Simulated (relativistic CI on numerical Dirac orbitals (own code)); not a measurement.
# Pr57+: sensitivity of the levels to the model

Base calculation: Dirac-Coulomb-Breit CI, orbitals from a KLI potential per configuration, model QED (radiative potential, 1s self-energy scaled to tabulated hydrogen-like ionisation energies), unscaled Slater integrals.

CI space: 1s², 1s2s, 1s2p, 1s3s, 1s3p, 1s3d, 1s4s, 1s4p, 1s4d, 1s4f, 1s5s, 1s5p, 1s5d, 1s5f, 1s5g, 1s6s, 1s6p, 1s6d, 2s². Levels of other configurations are missing.

Variants: (1) configuration mixing switched off. Shifts of the energy above 1s² ¹S0, in eV, for the lowest level and the first level of each name with at least 55 % of one term (blank where a level changes its place among those of its configuration and J or its character, or is not in the variant):

| Level | Base | Δ(1) |
| --- | --- | --- |
| 1s² ¹S0 | 0.0 | 0.0 |
| 1s2s ³S1 | 36302.8 | -0.2 |
| 1s2p ³P°1 | 36389.2 | -0.2 |
| 1s2p ³P°0 | 36400.7 | -0.2 |
| 1s2s ¹S0 | 36401.9 | +0.1 |
| 1s2p ³P°2 | 36962.4 | -0.2 |
| 1s2p ¹P°1 | 37001.3 | -0.1 |
| 1s3s ³S1 | 43201.7 | -0.2 |
| 1s3p ³P°1 | 43225.2 | -0.2 |
| 1s3s ¹S0 | 43228.2 | -0.4 |
| 1s3p ³P°0 | 43228.2 | -0.2 |
| 1s3p ³P°2 | 43395.6 | -0.2 |
| 1s3d ³D2 | 43404.5 | -0.2 |
| 1s3d ³D1 | 43406.5 | -0.2 |
| 1s3p ¹P°1 | 43406.9 | -0.2 |
| 1s3d ³D3 | 43456.9 | -0.2 |
| 1s3d ¹D2 | 43458.6 | -0.2 |
| 1s4s ³S1 | 45581.9 | -0.2 |
| 1s4p ³P°1 | 45591.4 | -0.2 |
| 1s4s ¹S0 | 45592.6 | -0.3 |
| 1s4p ³P°0 | 45592.7 | -0.2 |
| 1s4p ³P°2 | 45663.1 | -0.2 |

At this charge energies of transitions that change n are usually good to better than 1 %, and those within a shell (Δn = 0) to a few per cent.

Ionisation energy from the two ground configurations alone: base 48568.6 eV. The NIST ASD value (theoretical) is 48571.7 eV.

LS names give the leading component of a level, which can be under half, so a name can repeat, a term be missing and a line seem to break the LS rules.
